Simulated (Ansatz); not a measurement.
`FB[SiH2][SiH3]` → `FB[SiH3]` + `[SiH2]`  (silylene loss)

Gas-phase electronic energies from Ansatz, PBE0-D4/def2-TZVP geometries. CCSD(T)/CBS is the MP2 limit (def2-TZVPP, def2-QZVPP) plus CCSD(T) − MP2 in def2-TZVPP, frozen cores. This one scheme is used for every species. Functionals use def2-TZVPP. One conformer a species, not always the lowest.

`FB[SiH2][SiH3]`:

Cartesian coordinates in Å:
```
F 1.284 -2.463 0.557
B 1.304 -1.429 -0.265
Si -0.415 -0.461 -0.734
Si -0.618 1.373 0.716
H 2.386 -1.083 -0.660
H -1.621 -1.323 -0.593
H -0.346 0.062 -2.128
H 0.576 2.253 0.594
H -1.832 2.168 0.389
H -0.717 0.902 2.123
```

`FB[SiH3]`:

```xyz
7

F     0.244    0.887   -1.987
B     0.130   -0.150   -1.177
Si   -0.086    0.104    0.830
H     0.156   -1.234   -1.699
H     0.966   -0.682    1.534
H    -1.408   -0.450    1.237
H    -0.003    1.525    1.262
```

`[SiH2]`:

Z-matrix (Å, degrees):
```
Si
H 1 1.525
H 1 1.525 2 91.2
```

Is it downhill or uphill in electronic energy at CCSD(T)/CBS, and by how much? (Estimate.)

Ansatz gave: Uphill: ΔE = +244.3 kJ/mol.

What do these levels give: B97M-V, CAM-B3LYP-D4, ωB97M-V, PBE-QIDH, BHLYP, HF/def2-TZVPP? (Estimate.)

Ansatz gave: B97M-V 246.6, CAM-B3LYP-D4 244.2, ωB97M-V 236.3, PBE-QIDH 263.5, BHLYP 235.3, HF/def2-TZVPP 215.5 kJ/mol.

Largest T1 diagnostic among the species: 0.015.

From PBE to PBE0 (25 % exact exchange), in def2-TZVPP and without D4, ΔE moves by +5.5 kJ/mol. In def2-TZVPP, CCSD(T) changes the Hartree–Fock value by +21.9 kJ/mol (the triples alone add +5.8 kJ/mol) and MP2 by +37.0 kJ/mol.
